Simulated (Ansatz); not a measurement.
`[OH][GeH2][GeH3]` + `N[SiH](F)F` → `F[SiH](F)[NH][GeH3]` + `[OH][GeH3]`  (cleavage of the Ge–Ge bond)

Computed with Ansatz on PBE0-D4/def2-TZVP structures; ΔE is electronic, products minus reactants. CCSD(T)/CBS adds triple-zeta CCSD(T) − MP2 to the extrapolated MP2 energy (def2 sets, frozen cores). This one scheme is used for every species. DFT in def2-TZVPP. B3LYP here is the variant with VWN-RPA as its local correlation; programs differ in this. For Ge outer-core shells are correlated without core-valence functions, which leaves a few kJ/mol of doubt a bond. Scalar relativity is left out up to krypton. One conformer a species, not always the lowest.

`[OH][GeH2][GeH3]`:

```xyz
9

O     1.868    0.433   -0.985
Ge    0.541    0.903    0.120
Ge   -1.194   -0.799    0.112
H     2.329   -0.355   -0.689
H     1.110    1.104    1.543
H     0.053    2.243   -0.446
H    -2.302   -0.443    1.119
H    -0.591   -2.156    0.513
H    -1.815   -0.931   -1.287
```

`N[SiH](F)F`:

Z-matrix (Å, degrees):
```
Si
F 1 1.586
F 1 1.591 2 104.6
N 1 1.684 2 108.1 3 122.7
H 1 1.470 2 111.4 3 -115.3
H 4 1.006 1 121.4 2 160.3
H 4 1.007 1 122.6 2 -42.8
```

`F[SiH](F)[NH][GeH3]`:

```xyz
10

F    -0.711    1.825    1.494
Si   -0.046    1.560    0.074
F     1.513    1.676    0.353
N    -0.401    0.034   -0.544
Ge    0.186   -1.613    0.067
H    -0.483    2.629   -0.839
H    -1.077   -0.002   -1.292
H     0.991   -2.308   -1.043
H    -1.033   -2.473    0.438
H     1.060   -1.329    1.292
```

`[OH][GeH3]`:

Z-matrix (Å, degrees):
```
Ge
O 1 1.783
H 1 1.531 2 104.3
H 1 1.541 2 109.9 3 119.6
H 1 1.541 2 109.9 3 -119.6
H 2 0.959 1 112.7 3 180.0
```

```csv
level,ΔE (kJ/mol),difference from CCSD(T)/CBS
PBE-D4,31.8,13.7
r2SCAN-D4,24.6,6.5
PBE0-D4,27.4,9.3
B3LYP-D4,21.9,3.8
ωB97X-V,16.0,-2.1
ωB97M-V,18.9,0.8
B2PLYP,19.0,0.9
PBE,33.8,15.7
r2SCAN,25.2,7.1
PBE0,29.1,11.0
B3LYP,25.2,7.1
HF/def2-TZVPP,4.4,-13.7
MP2/def2-TZVPP,12.6,-5.5
SCS-MP2/def2-TZVPP,8.3,-9.8
CCSD/def2-TZVPP,13.9,-4.2
CCSD(T)/def2-TZVPP,14.3,-3.8
HF/def2-QZVPP,3.6,-14.5
MP2/def2-QZVPP,14.5,-3.6
SCS-MP2/def2-QZVPP,9.6,-8.5
HF/CBS(def2),3.5,-14.6
MP2/CBS(def2),16.4,-1.7
CCSD/CBS(def2),17.7,-0.4
CCSD(T)/CBS,18.1,0
```

Largest T1 diagnostic among the species: 0.012.

From PBE to PBE0 (25 % exact exchange), in def2-TZVPP and without D4, ΔE moves by −4.7 kJ/mol. In def2-TZVPP, CCSD(T) changes the Hartree–Fock value by +9.9 kJ/mol (the triples alone add +0.4 kJ/mol) and MP2 by +8.2 kJ/mol. The D4 term adds −3.2 kJ/mol with B3LYP and −1.7 kJ/mol with PBE0; it sums over pairs of atoms, weighted by their polarisabilities, and B3LYP, whose exchange is more repulsive, gets the larger term.
